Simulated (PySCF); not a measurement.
**Adding and removing an electron: CuO**

PBE0; basis Cu def2-TZVPPD, O def2-TZVPPD; no relativity; PySCF 2.14. Neutral (UKS): doublet (π ↑), Re = 1.755 Å, ωe = 598 cm⁻¹, De = 2.65 eV, HOMO -6.78 eV, LUMO -2.88 eV.

CuO⁺ (UKS): triplet (π ↑↑), Re = 1.804 Å, ωe = 479 cm⁻¹, De = 1.24 eV to Cu⁺ (3d10) + O. The energies at the minima are -1715.36108 hartree for CuO and -1715.02367 for CuO⁺.

Problem. Work out the adiabatic ionisation energy, without and with harmonic zero-point energies (1 hartree = 27.2114 eV, 1 eV = 8065.5 cm⁻¹), and the change of the bond length.

Solution. At PBE0: 0.33741 hartree = 9.181 eV between the minima; the zero-point term (479.0 − 598.0)/2 cm⁻¹ = -0.007 eV makes it 9.174 eV. Re changes by +4.9 pm against the neutral. The electron leaves a π orbital; in so polar a molecule the change of length follows mostly from the change of the ionic charges.

CuO⁻ (UKS): singlet (closed shell), Re = 1.687 Å, ωe = 719 cm⁻¹, De = 2.54 eV to Cu (3d10 4s1) + O⁻. The energies at the minima are -1715.36108 hartree for CuO and -1715.40818 for CuO⁻.

Problem. Work out the adiabatic electron affinity, without and with harmonic zero-point energies (1 hartree = 27.2114 eV, 1 eV = 8065.5 cm⁻¹), and the change of the bond length.

Solution. At PBE0: 0.04710 hartree = 1.282 eV between the minima; the zero-point term (598.0 − 719.0)/2 cm⁻¹ = -0.008 eV makes it 1.274 eV. Re changes by -6.8 pm against the neutral. The electron enters a π orbital; in so polar a molecule the change of length follows mostly from the change of the ionic charges.

For an ion De counts to the pair picked by the measured ionisation energies or electron affinities, which need not be the lowest pair at this level.
